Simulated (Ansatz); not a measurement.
PBE exchange is replaced step by step with exact exchange (0 % is PBE, 25 % PBE0; no dispersion term), basis def2-TZVP, Ansatz. System: Sr₃⁺. Charge 1, multiplicity 2. Geometry: r2SCAN/def2-TZVP, each spin state at its own.

Geometry of the doublet:

Cartesian coordinates in Å:
```
Sr 2.4627 2.3317 -2.6744
Sr -2.4279 -2.3897 2.6550
Sr -0.0348 0.0580 0.0194
```

In the def2 sets Sr takes a core potential; there is no spin–orbit coupling. At PBE0/def2-TZVP, PBE with 35 % exact exchange/def2-TZVP, PBE with 50 % exact exchange/def2-TZVP the charge 1 doublet is spin-contaminated (final ⟨S²⟩ up to 0.93, 0.75 for a pure state). The structure comes from a short search, and lower isomers may exist.

HOMO and LUMO are taken over both spins.

| exact exchange (%) | HOMO (eV) | LUMO (eV) | gap (eV) | ⟨S²⟩ | quartet − doublet (kJ/mol) |
| --- | --- | --- | --- | --- | --- |
| 0 | -5.96 | -5.56 | 0.39 | 0.781 | 120.6 |
| 5 | -6.04 | -5.46 | 0.58 | 0.791 | 122.9 |
| 10 | -6.11 | -5.35 | 0.76 | 0.802 | 124.7 |
| 15 | -6.19 | -5.24 | 0.95 | 0.814 | 126.2 |
| 25 | -6.35 | -5.02 | 1.33 | 0.843 | 128.4 |
| 50 | -6.76 | -4.45 | 2.31 | 0.933 | 131.5 |

Q: Fit a straight line to the column «quartet − doublet (kJ/mol)» against the share of exact exchange and predict its value at 35 %.

A: With x = exact exchange (%) and y = quartet − doublet (kJ/mol): mean x = 17.5, mean y = 125.7; Σ(x − x̄)(y − ȳ) = 339.3, Σ(x − x̄)² = 1638; slope b = 0.2071, intercept a = ȳ − b·x̄ = 122.1. The residuals of the fitted rows reach 1.5. At x = 35 the line gives 122.1 + (0.2071 × 35) = 129.3; the run gave 130.0, 0.7 more than the line.
